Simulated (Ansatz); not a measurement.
Complex (SMILES): O (H2O) with F (HF), atoms 1 to 3 the first; geometry from B3LYP-D3(BJ)/def2-TZVP, monomers rigid:
```xyz
5

O      0.0126     0.5732     0.1476
H     -0.2167     0.4999    -0.7856
H      0.6440    -0.1320     0.3287
F      0.9055     2.9606     0.8114
H      0.5537     2.1097     0.6008
```

Basis-set convergence of the counterpoise-corrected interaction energy at PBE with Ansatz (a quantum-chemistry and plane-wave program). Cartesian d functions, on some or all atoms, in 6-31G*, 6-31+G*, 6-31G**; all else is spherical. The program fits the integrals of some runs and decomposes those of others, by size. No added dispersion term, no relativity. Functions are those of the species that has most. Reference: the value in aug-pcseg-3, -9.49 kcal/mol. Deviations are taken from unrounded values.

```json
[
 {"basis": "pcseg-0", "functions": "24", "counterpoise-corrected interaction energy (kcal/mol)": "-12.44", "minus reference (kcal/mol)": "-2.96"},
 {"basis": "def2-SV(P)", "functions": "34", "counterpoise-corrected interaction energy (kcal/mol)": "-10.91", "minus reference (kcal/mol)": "-1.43"},
 {"basis": "6-31G*", "functions": "36", "counterpoise-corrected interaction energy (kcal/mol)": "-10.04", "minus reference (kcal/mol)": "-0.56"},
 {"basis": "def2-SVP", "functions": "43", "counterpoise-corrected interaction energy (kcal/mol)": "-9.63", "minus reference (kcal/mol)": "-0.14"},
 {"basis": "6-31+G*", "functions": "44", "counterpoise-corrected interaction energy (kcal/mol)": "-9.89", "minus reference (kcal/mol)": "-0.40"},
 {"basis": "6-31G**", "functions": "45", "counterpoise-corrected interaction energy (kcal/mol)": "-9.70", "minus reference (kcal/mol)": "-0.21"},
 {"basis": "6-311++G(2d,2p)", "functions": "84", "counterpoise-corrected interaction energy (kcal/mol)": "-9.35", "minus reference (kcal/mol)": "0.13"},
 {"basis": "pcseg-2", "functions": "102", "counterpoise-corrected interaction energy (kcal/mol)": "-9.58", "minus reference (kcal/mol)": "-0.10"},
 {"basis": "jun-cc-pV(T+d)Z", "functions": "120", "counterpoise-corrected interaction energy (kcal/mol)": "-9.45", "minus reference (kcal/mol)": "0.04"},
 {"basis": "def2-TZVPPD", "functions": "131", "counterpoise-corrected interaction energy (kcal/mol)": "-9.43", "minus reference (kcal/mol)": "0.05"},
 {"basis": "aug-cc-pVTZ", "functions": "161", "counterpoise-corrected interaction energy (kcal/mol)": "-9.45", "minus reference (kcal/mol)": "0.04"},
 {"basis": "aug-pcseg-2", "functions": "161", "counterpoise-corrected interaction energy (kcal/mol)": "-9.50", "minus reference (kcal/mol)": "-0.01"},
 {"basis": "cc-pVQZ", "functions": "200", "counterpoise-corrected interaction energy (kcal/mol)": "-9.47", "minus reference (kcal/mol)": "0.02"},
 {"basis": "pcseg-3", "functions": "219", "counterpoise-corrected interaction energy (kcal/mol)": "-9.49", "minus reference (kcal/mol)": "0.00"},
 {"basis": "def2-QZVPPD", "functions": "231", "counterpoise-corrected interaction energy (kcal/mol)": "-9.48", "minus reference (kcal/mol)": "0.01"},
 {"basis": "aug-pcseg-3", "functions": "317", "counterpoise-corrected interaction energy (kcal/mol)": "-9.49", "minus reference (kcal/mol)": "0.00"},
 {"basis": "cc-pV5Z", "functions": "347", "counterpoise-corrected interaction energy (kcal/mol)": "-9.49", "minus reference (kcal/mol)": "0.00"},
 {"basis": "pcseg-4", "functions": "385", "counterpoise-corrected interaction energy (kcal/mol)": "-9.49", "minus reference (kcal/mol)": "-0.01"}
]
```
